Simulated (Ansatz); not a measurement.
Li₈Cl₈⁺ (started as a model of: 1x4x4 LiCl rock-salt block). The state is a doublet with charge 1. Geometry PBE0-D4/def2-SVP, that of the neutral singlet; atoms count from 1.

| atom | x (Å) | y (Å) | z (Å) |
| --- | --- | --- | --- |
| Li1 | 0.601 | 3.684 | 2.189 |
| Cl2 | 1.044 | 3.411 | 0.059 |
| Li3 | 2.373 | 2.041 | -1.228 |
| Cl4 | 2.873 | 1.486 | -3.288 |
| Cl5 | -0.191 | 1.832 | 3.054 |
| Li6 | 0.206 | 1.280 | 0.759 |
| Cl7 | 1.776 | -0.118 | -0.288 |
| Li8 | 1.972 | -0.419 | -2.690 |
| Li9 | -1.971 | 0.418 | 2.692 |
| Cl10 | -1.780 | 0.118 | 0.289 |
| Li11 | -0.210 | -1.279 | -0.761 |
| Cl12 | 0.190 | -1.830 | -3.056 |
| Cl13 | -2.867 | -1.489 | 3.291 |
| Li14 | -2.372 | -2.042 | 1.229 |
| Cl15 | -1.045 | -3.410 | -0.061 |
| Li16 | -0.600 | -3.684 | -2.191 |

Problem. Estimate the Mulliken populations from the PBE0/def2-TZVP orbitals of Ansatz.

Solution. 
| atom | charge (e) | spin (α − β) |
| --- | --- | --- |
| Li1 | 0.81 | 0.00 |
| Cl2 | -0.72 | 0.02 |
| Li3 | 0.76 | -0.01 |
| Cl4 | -0.38 | 0.44 |
| Cl5 | -0.72 | 0.02 |
| Li6 | 0.70 | 0.00 |
| Cl7 | -0.71 | 0.04 |
| Li8 | 0.76 | -0.01 |
| Li9 | 0.76 | -0.01 |
| Cl10 | -0.71 | 0.04 |
| Li11 | 0.70 | 0.00 |
| Cl12 | -0.72 | 0.02 |
| Cl13 | -0.38 | 0.44 |
| Li14 | 0.76 | -0.01 |
| Cl15 | -0.72 | 0.02 |
| Li16 | 0.81 | 0.00 |
Mulliken values and Mayer orders depend strongly on the basis.

Problem. Where does the spin sit?

Solution. Summed by element: Li -0.03, Cl 1.03, of 1 unpaired in all. Largest on single atoms: Cl13 0.44, Cl4 0.44, Cl10 0.04.
